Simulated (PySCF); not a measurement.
# AlSn⁺ from Hartree–Fock to correlated methods

State: ³Π (triplet), unpaired electrons σ ↑, π ↑. Set-up: basis Al cc-pV(D+d)Z, Sn cc-pVDZ-PP with ECP28; scalar-relativistic core potentials; PySCF 2.14. De refers to Al⁺ + Sn in their high-spin ground configurations, without counterpoise correction. The functionals are run spin-unrestricted. A positive dipole points towards Sn; it is taken about the centre of mass and depends on that origin.

```json
{"Level": "UHF", "Re (Å)": "3.211", "ωe (cm⁻¹)": "130", "De (eV)": "0.73", "μ (D)": "-6.27", "CPU s a point (SCF and correlation, without the integrals)": "0.12"}
{"Level": "UHF-MP2", "Re (Å)": "3.095", "ωe (cm⁻¹)": "145", "De (eV)": "0.88", "μ (D)": "n/a", "CPU s a point (SCF and correlation, without the integrals)": "0.19"}
{"Level": "UHF-SCS-MP2", "Re (Å)": "3.123", "ωe (cm⁻¹)": "140", "De (eV)": "0.83", "μ (D)": "n/a", "CPU s a point (SCF and correlation, without the integrals)": "n/a"}
{"Level": "UHF-CCSD", "Re (Å)": "3.109", "ωe (cm⁻¹)": "147", "De (eV)": "0.90", "μ (D)": "n/a", "CPU s a point (SCF and correlation, without the integrals)": "n/a"}
{"Level": "UHF-CCSD(T)", "Re (Å)": "3.086", "ωe (cm⁻¹)": "151", "De (eV)": "0.95", "μ (D)": "n/a", "CPU s a point (SCF and correlation, without the integrals)": "3.5"}
{"Level": "PBE", "Re (Å)": "3.017", "ωe (cm⁻¹)": "162", "De (eV)": "1.43", "μ (D)": "-4.61", "CPU s a point (SCF and correlation, without the integrals)": "0.55"}
{"Level": "r²SCAN", "Re (Å)": "2.989", "ωe (cm⁻¹)": "166", "De (eV)": "1.36", "μ (D)": "-4.81", "CPU s a point (SCF and correlation, without the integrals)": "0.81"}
{"Level": "M06-L", "Re (Å)": "2.992", "ωe (cm⁻¹)": "163", "De (eV)": "1.39", "μ (D)": "-4.54", "CPU s a point (SCF and correlation, without the integrals)": "0.78"}
{"Level": "PBE0", "Re (Å)": "3.005", "ωe (cm⁻¹)": "163", "De (eV)": "1.30", "μ (D)": "-4.89", "CPU s a point (SCF and correlation, without the integrals)": "0.89"}
{"Level": "B97-3", "Re (Å)": "3.042", "ωe (cm⁻¹)": "155", "De (eV)": "1.24", "μ (D)": "-5.04", "CPU s a point (SCF and correlation, without the integrals)": "0.47"}
{"Level": "MN15", "Re (Å)": "3.082", "ωe (cm⁻¹)": "136", "De (eV)": "1.08", "μ (D)": "-5.72", "CPU s a point (SCF and correlation, without the integrals)": "0.84"}
```

**Question.** Which functional lies closest to UHF-CCSD(T) in De, which farthest, and by how much do they differ from it?

**Answer.** Closest is MN15 (-0.4 pm in Re, -9.9 % in ωe, +0.13 eV in De against UHF-CCSD(T) in the same basis), farthest PBE (-6.9 pm in Re, +7.3 % in ωe, +0.48 eV in De). CCSD(T) converges more slowly with the basis than the functionals do and binds too weakly in this one, so the order can change at the basis-set limit.

**Question.** What does a quarter of exact exchange do here, going from PBE to PBE0?

**Answer.** PBE0 less PBE: -1.2 pm in Re, +0.6 % in ωe, -0.13 eV in De. Exact exchange removes part of the self-interaction that spreads semilocal densities, and in most molecules shortens and stiffens the bond and lowers De; so it does here.

**Question.** What does the step from GGA to meta-GGA do here, going from PBE to r²SCAN?

**Answer.** r²SCAN less PBE: -2.8 pm in Re, +2.5 % in ωe, -0.07 eV in De. 

Correlated steps freeze 9 core orbitals. Correlated levels converge slowly with the basis: in double zeta they bind strong bonds too weakly, by up to about 1 eV, and carry superposition errors of some tenths. Spin–orbit coupling is left out, which matters for elements this heavy, above all for dissociation energies. For an ion De counts to the pair picked by the measured ionisation energies or electron affinities, which need not be the lowest pair at this level. The state was picked by a PBE0 search and need not be the measured ground state.

The whole job (state search and all levels along the bond) took about 2 min on 1 thread of Arm Neoverse V1 (shared host), peak memory 0.53 GiB.
